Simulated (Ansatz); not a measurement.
Consider the silylene formation by 1,1-elimination: `N[SiH](O)Br` → HBr + `N[Si]O`.

Calculated with Ansatz (gas phase, PBE0-D4/def2-TZVP geometries, no zero-point term in ΔE). CCSD(T)/CBS is the MP2 limit (def2-TZVPP, def2-QZVPP) plus CCSD(T) − MP2 in def2-TZVPP, frozen cores. This one scheme is used for every species. DFT in def2-TZVPP. B3LYP here is the variant with VWN-RPA as its local correlation; programs differ in this. HSE06 is defined as in plane-wave codes. For Br outer-core shells are correlated without core-valence functions, which leaves a few kJ/mol of doubt a bond. Scalar relativity is left out up to krypton. One conformer a species, not always the lowest.

| level | ΔE (kcal/mol) | difference from CCSD(T)/CBS |
| --- | --- | --- |
| r2SCAN-D4 | 60.6 | 2.5 |
| B97M-V | 56.7 | -1.4 |
| r2SCANh-D4 | 61.5 | 3.4 |
| HSE06-D4 | 59.1 | 1.0 |
| BHLYP-D4 | 60.1 | 2.0 |
| revPBE | 49.6 | -8.5 |
| B3LYP | 51.8 | -6.3 |
| r2SCANh | 61.0 | 2.9 |
| r2SCAN0 | 62.2 | 4.1 |
| HSE06 | 57.5 | -0.6 |
| CAM-B3LYP | 55.0 | -3.1 |
| RPA@PBE/def2-TZVPP | 51.4 | -6.7 |
| MP2/def2-SVP | 56.4 | -1.7 |
| HF/def2-TZVPP | 58.2 | 0.1 |
| HF/def2-QZVPP | 58.2 | 0.1 |
| MP2/CBS(def2) | 62.7 | 4.6 |
| CCSD(T)/CBS | 58.1 | 0 |

Largest T1 diagnostic among the species: 0.014.

From PBE to PBE0 (25 % exact exchange), in def2-TZVPP and without D4, ΔE moves by +4.8 kcal/mol. Leaving LDA and LC-ωPBE aside and taking each functional with its dispersion term where it has one, the values, not all of them listed here, spread over 12.1 kcal/mol, from BLYP-D4 to r2SCAN0-D4. LDA lies +6.6 kcal/mol from PBE without D4.
